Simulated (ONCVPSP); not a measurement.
**Potentials for silicon compared**

Generated with ld1.x 7.5 (TM, RRKJ, ultrasoft, PAW), atompaw 4.2 or ONCVPSP 4.0.1. The cutoff is in Ry: for ld1.x and atompaw files where the sum of valence levels is converged to 10 mRy in a Bessel basis, for ONCV files where the hardest occupied wave has 1 mHa per electron of residual kinetic energy. The error is the largest all-electron minus pseudo excitation energy over each file’s own four to seven test configurations (ionisations up to +4, promotions, holes and added fractions of an electron), all of which were solved. The labels leave out finer settings (local radius, basis sizes, second energies), which also bear on the numbers. Spin-polarised tests are not counted. The rows are a selection from randomly drawn settings: files with unsolved tests, undetermined cutoffs or missed reference levels are left out.

| potential | cutoff (Ry) | largest error (meV) | bound ghosts |
| --- | --- | --- | --- |
| ONCV, PBE, scalar-relativistic, rc 1.60/1.90 (sp), local smoothed, core correction yes, reference 3s2 3p2, qcut 4.5/5.2, projectors 2/1 | 16 | +32 | none |
| ONCV, PBE, scalar-relativistic, rc 0.85/0.50/0.65 (spd), local smoothed, core correction yes, reference 2s2 2p6 3s2, qcut 16.3/18.9/14.2, projectors 3/2/1 | 1284 | +1.4 | none |
| ONCV, Wu-Cohen, fully relativistic, rc 1.65/1.90/1.95 (spd), local smoothed, core correction no, reference 3s2 3p1.5, qcut 3.4/4.2/5.7, projectors 2/2/1 | 26 | +10 | none |
| ONCV, Wu-Cohen, scalar-relativistic, rc 1.85/1.85 (sp), local p, core correction yes, reference 3s2 3p2, qcut 4.4/4.1, projectors 1/0 | 15 | -18 | none |
| ONCV, Wu-Cohen, scalar-relativistic, rc 1.65/1.70 (sp), local smoothed, core correction no, reference 3s1, qcut 3.5/4.6, projectors 2/2 | 35 | +60 | none |

Question: Fill in the row for Si: ONCV, LDA (Perdew-Wang 92), scalar-relativistic, rc 1.75/1.40/1.40 (spd), local p, core correction yes, reference 3s2, qcut 3.2/6.7/7.7, projectors 2/0/2.

Answer: cutoff 54 Ry, largest error +310 meV, bound ghosts: none.
